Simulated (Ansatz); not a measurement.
Single points on the cluster Al₃Ru.

```yaml
crystal:
  periodic: [false, false, false]
  atoms:
    - {symbol: Ru, position_ang: [0.088144, -0.168193, -1.128899]}
    - {symbol: Al, position_ang: [-0.792313, 1.561597, 0.170005]}
    - {symbol: Al, position_ang: [-1.112222, -1.243026, 0.562675]}
    - {symbol: Al, position_ang: [1.816390, -0.150379, 0.396229]}
basis:
  gaussian: {orbitals: def2-TZVP, initial_orbitals: start.molden}
magnetization: {spin_polarized: true, initial_magnetization: 3}
hamiltonian: {xc: {name: LC-wPBE}}
scf: {omitted_lower_state_checks: [starts]}
output: {orbitals: {seedname: orbitals}}
```

The file start.molden holds the orbitals of an earlier run on this structure, at another level or in another basis.

```sh
$ ansatz run in.yaml --threads 4 --pin off --events-out ev --progress --plain --max-ram 3916MiB
```

It prints (some lines left out):

```
Functional definition: LC-wPBE
1131 factors; their error is unknown
408 factors; integrals over basis functions are off by at most 3.2e-5 eV
mean field evaluation 1: about -22364.1242 eV, gradient 7.2e0 eV
mean field evaluation 2: about -22364.3265 eV, gradient 4.7e-1 eV
mean field evaluation 4: about -22364.3349 eV, gradient 1.5e-1 eV
mean field evaluation 8: about -22364.3380 eV, gradient 4.1e-3 eV
mean field evaluation 16: about -22364.3380 eV, gradient 6.5e-6 eV
mean field -22364.33804474 eV, -821.8742640514 hartree, gradient 6.5e-6 eV, S^2 4.003679; 0 other end points of the search recorded, 0 dependent functions left out
reference -22364.33804474 eV, -821.8742640516 hartree; 29, 26 occupied and 122, 125 virtual orbitals, 1131 factors
Total energy: -22364.33804474 eV, -821.8742640516 hartree
Checks for a lower state left out: starts
```

Hardware: 4 threads of Arm Neoverse V1 on a shared host. Wall time 14 s.

First input, but with `hamiltonian: {xc: r2scan, dispersion: d4}` (abridged; 21 s):

```
Functional definition: r2SCAN
mean field evaluation 16: about -22371.7580 eV, gradient 3.3e-6 eV
mean field -22371.75802269 eV, -822.1469432116 hartree, gradient 3.3e-6 eV, S^2 3.856191
Total energy: -22371.79773937 eV, -822.1484027727 hartree
Checks for a lower state left out: starts
```

The first input with `hamiltonian: {xc: hse06, dispersion: d4}` (abridged; 12 s):

```
Functional definition: HSE06
mean field evaluation 16: about -22362.5708 eV, gradient 1.1e-5 eV
mean field -22362.57083956 eV, -821.8093204589 hartree, gradient 4.7e-6 eV, S^2 3.828348
Total energy: -22362.76635901 eV, -821.8165056663 hartree
Checks for a lower state left out: starts
```

Geometry: PBE-D4/def2-SVP.

In the def2 sets Ru takes a core potential; there is no spin–orbit coupling. LC-ωPBE has ω = 0.4 bohr⁻¹. HSE06 is defined as in plane-wave codes, on full-range PBE exchange. At LC-ωPBE/def2-TZVP the charge 0 quartet is spin-contaminated (final ⟨S²⟩ up to 4.00, 3.75 for a pure state). At PBE0-D4/def2-TZVP a doublet of charge 0 lies 1.19 eV below the quartet, each at its own geometry. The structure comes from a short search, and lower isomers may exist.
